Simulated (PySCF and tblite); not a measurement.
Values are calculated unless marked as measured or tabulated.
## Conformer ensemble of C₅H₁₀GeO, numbered as in [GeH3:1][C@H:2]1[CH2:3][CH2:4][C@@H:5]2[O:6][C@H:7]12

The ensemble was built from 60 distance-geometry starts (ETKDG and KDG, UFF, GFN2-xTB) and rests on GFN2-xTB geometries. Free energies are PBE0-D3(BJ)/pcSseg-1 single points with GFN2-xTB rigid-rotor and vibrational terms (modes under about 100 cm⁻¹ blended into free rotors). Symmetry numbers and mirror images are counted. Conformers within 3 kcal/mol (GFN2-xTB free energy) were kept, 10 at most. GIAO shieldings: PBE0/pcSseg-1. Shifts are against TMS (¹H), TMS (¹³C) at the same level; of two unlike H on one atom, a is the less shielded. Codes: tblite and PySCF.

The 5-ring runs over atoms 2–3–4–5–7.

| conformer | shape | symmetry | E(GFN2) kcal/mol | E(DFT) kcal/mol | G(298.15 K) kcal/mol | weight % | dipole D |
| --- | --- | --- | --- | --- | --- | --- | --- |
| 1 | 5-ring envelope (ring torsions 31, -19, 0, 20, -31°) | C1 | 0.00 | 0.00 | 0.00 | 99.9 | 1.36 |
| 2 | 5-ring envelope (ring torsions -26, 16, 0, -16, 26°) | C1 | 2.36 | 4.21 | 4.03 | 0.1 | 1.64 |

Weights (%) against temperature:

```
 T (K)      1    2  S(mix) cal/mol/K
   180  100.0  0.0              0.00
   230  100.0  0.0              0.00
298.15   99.9  0.1              0.02
   330   99.8  0.2              0.03
   400   99.3  0.7              0.08
```

Averaged shifts at 298.15 K. ¹H: 3.33 (H1, 3H), 3.14 (H5, 1H), 3.09 (H7, 1H), 2.05 (H2, 1H), 2.00 (H4a, 1H), 1.96 (H3a, 1H), 1.47 (H4b, 1H), 1.39 (H3b, 1H) ppm. ¹³C: 55.5 (C7), 54.4 (C5), 29.3 (C4), 27.6 (C2), 24.8 (C3) ppm.

Coordinates of conformer 1 (Å):

```xyz
17

Ge    2.001    0.697   -0.305
C     0.662   -0.461    0.589
C    -0.447    0.343    1.287
C    -1.516    0.579    0.212
C    -1.397   -0.644   -0.671
O    -1.281   -1.858    0.020
C    -0.096   -1.268   -0.439
H     3.017   -0.106   -1.055
H     1.373    1.635   -1.285
H     2.727    1.525    0.706
H     1.174   -1.113    1.302
H    -0.079    1.279    1.710
H    -0.875   -0.254    2.093
H    -1.289    1.465   -0.385
H    -2.511    0.689    0.642
H    -1.913   -0.682   -1.622
H     0.444   -1.813   -1.205
```

Coordinates of conformer 2 (Å):

```xyz
17

Ge    2.344    0.407    0.053
C     0.413    0.423    0.474
C    -0.457    0.833   -0.731
C    -1.784    0.071   -0.584
C    -1.418   -1.158    0.230
O    -1.300   -0.926    1.607
C    -0.116   -0.947    0.859
H     3.183    0.054    1.238
H     2.630   -0.587   -1.029
H     2.787    1.744   -0.446
H     0.225    1.103    1.310
H     0.034    0.517   -1.657
H    -0.602    1.911   -0.779
H    -2.208   -0.203   -1.548
H    -2.516    0.664   -0.033
H    -1.790   -2.134   -0.056
H     0.568   -1.759    1.081
```

Spin–orbit effects of the heavy atoms on shieldings are missing. Shifts are unscaled: against experiment ¹³C can be off by 15 ppm or more and ¹H by 0.8 ppm.

Search and properties took 76 s on 1 thread of Arm Neoverse V1, shared host (rough), launched as `OMP_NUM_THREADS=1 python ens_run.py task.json out`.
